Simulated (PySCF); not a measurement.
# Spin–spin coupling constants

Geometry (Å), atoms numbered from 1 in this order:
```xyz
17

C     2.3205   -1.5620    0.1772
C     2.1441   -0.2466    0.0535
C     0.9225    0.3964   -0.5373
C     0.2142    1.2627    0.4606
C    -1.0447    1.1220    0.9107
B    -2.0868    0.0182    0.5365
O    -1.7957   -0.9841   -0.3418
O    -3.3407    0.0112    1.0860
H     1.5547   -2.2688   -0.1579
H     3.2296   -1.9784    0.6187
H     2.9283    0.4326    0.4138
H     0.2434   -0.3665   -0.9371
H     1.2366    1.0420   -1.3802
H     0.8191    2.0905    0.8583
H    -1.3666    1.8753    1.6441
H    -2.5505   -1.5749   -0.4438
H    -3.4859    0.7366    1.6992
```

Indirect spin–spin couplings were computed at B3LYP/pcJ-1 (spin–dipole term only in couplings to heteroatoms) (PySCF 2.14.0 with density-fitted response routines) on a PBE0-D3(BJ)/def2-SVP structure, for the isolated molecule, without vibrational or relativistic corrections. Couplings are averaged over pairs made equivalent by symmetry, fast rotation or ring inversion, so a value needn't be that of the named pair in this geometry, while other rotamers aren't included; one pair stands for each set, and the list holds a selection of those of at least 1.5 Hz over up to four bonds, among pairs with at least one C or B or H atom (others weren't computed).

Isotopes: ¹³C, ¹H, ¹¹B, ¹⁷O. Couplings to quadrupolar nuclei such as 17O and 33S are rarely resolved in practice.

| pair | bonds | J (Hz) |
| --- | --- | --- |
| C1, C2 | 1 | 77.5 |
| C1, H9 | 1 | 165.9 |
| C1, H10 | 1 | ? |
| C2, C3 | 1 | 44.0 |
| C2, H11 | 1 | 158.9 |
| C3, C4 | 1 | 42.8 |
| C3, H12 | 1 | 135.4 |
| C4, C5 | 1 | 68.4 |
| C4, H14 | 1 | 156.6 |
| C5, B6 | 1 | 89.4 |
| C5, H15 | 1 | ? |
| B6, O7 | 1 | -8.0 |
| O7, H16 | 1 | ? |
| C2, C4 | 2 | -4.3 |
| C3, C5 | 2 | 2.1 |
| C4, H12 | 2 | -7.6 |
| B6, H15 | 2 | 2.4 |
| H9, H10 | 2 | ? |
| H12, H13 | 2 | ? |
| C1, C4 | 3 | 4.2 |
| C2, C5 | 3 | 3.5 |
| C2, H14 | 3 | ? |
| C3, B6 | 3 | 2.3 |
| C5, H16 | 3 | 4.0 |
| O7, H17 | 3 | ? |
| H12, H14 | 3 | ? |

**Question.** Estimate the withheld couplings, with signs.

**Answer.** 
- ¹J(C1,H10) = 167.6 Hz (bond length 1.093 Å, sp2 carbon)
- ¹J(C5,H15) = 141.7 Hz (bond length 1.100 Å, sp2 carbon)
- ¹J(O7,H16) = -82.1 Hz (mean over equivalent pairs that range from -84.9 to -79.3 Hz in this conformer)
- ²J(H9,H10) = 2.6 Hz (angle at C1 117°)
- ²J(H12,H13) = -14.5 Hz (angle at C3 108°)
- ³J(C2,H14) = 3.1 Hz (dihedral angle 60°)
- ³J(O7,H17) = -1.6 Hz (dihedral angle 180°)
- ³J(H12,H14) = 9.4 Hz (mean over equivalent pairs that range from 5.3 to 13.4 Hz in this conformer)
